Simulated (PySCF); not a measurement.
benzenedithiol (C6H6S2), SMILES Sc1ccc(S)cc1. Geometry: PBE0-D3(BJ)/def2-SVP. Other conformers were not sampled.

Question: Give the equilibrium geometry at PBE0-D3(BJ)/def2-SVP (PySCF confirms it by a frequency run) as bond lengths and angles, and its point group. (Estimate from the structure and the level; the computed values follow.)

Answer: One answer among several that fit: point group C2.
Atoms: S1 C2 C3 C4 C5 S6 C7 C8 H9 H10 H11 H12 H13 H14. Bonded distances (Å): S1–C2 1.766, S1–H9 1.349, C2–C3 1.398, C2–C8 1.401, C3–C4 1.392, C3–H10 1.093, C4–C5 1.398, C4–H11 1.093, C5–S6 1.766, C5–C7 1.401, S6–H12 1.349, C7–C8 1.389, C7–H13 1.093, C8–H14 1.093. Bond angles (°): C2–S1–H9 96.7, S1–C2–C3 123.4, S1–C2–C8 118.0, C3–C2–C8 118.6, C2–C3–C4 120.7, C2–C3–H10 120.3, C4–C3–H10 119.0, C3–C4–C5 120.7, C3–C4–H11 119.0, C5–C4–H11 120.3, C4–C5–S6 123.4, C4–C5–C7 118.6, S6–C5–C7 118.0, C5–S6–H12 96.7, C5–C7–C8 120.7, C5–C7–H13 119.9, C8–C7–H13 119.4, C2–C8–C7 120.7, C2–C8–H14 119.9, C7–C8–H14 119.4.
